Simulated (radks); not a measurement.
Values are calculated unless marked as measured or tabulated.
All-electron atom: neutral lead in [Xe] 4f14 5d9 6s2 6p3 (not the ground configuration). Code: a radial shooting solver on a logarithmic mesh with Libxc functionals. Model: scalar-relativistic Kohn-Sham, PBE, spin-unpolarised, spherical densities, finite nucleus; Fermi nuclear charge, rms radius 5.5012 fm. Some entries of the table are withheld. Estimate them.

orbital  occ.  eigenvalue (hartree)  <r^2> (bohr^2)  <r> (bohr)
1s          2             -3236.880       0.0003575         (1)
2s          2             -579.1914        0.005422     0.06762
2p          6             -497.0603        0.004618     0.06144
3s          2             -139.2080             (2)      0.1746
3p          6             -115.6432         0.03612      0.1765
3d         10             -91.55038         0.02992      0.1599
4s          2             -31.68398          0.1666      0.3843
4p          6                   (3)          0.1909      0.4099
4d         10             -14.99584          0.2143      0.4309
5s          2                   (4)          0.8124      0.8517
4f         14              -5.10187          0.2463      0.4536
5p          6              -3.34778           1.064      0.9719
5d          9              -0.93786           1.878       1.273
6s          2              -0.51584             (5)       2.221
6p          3              -0.16699           11.17       3.104

Answer. 
(1) 1s <r> (bohr): 0.01606
(2) 3s <r^2> (bohr^2): 0.03486
(3) 4p eigenvalue (hartree): -23.95711
(4) 5s eigenvalue (hartree): -5.49785
(5) 6s <r^2> (bohr^2): 5.588
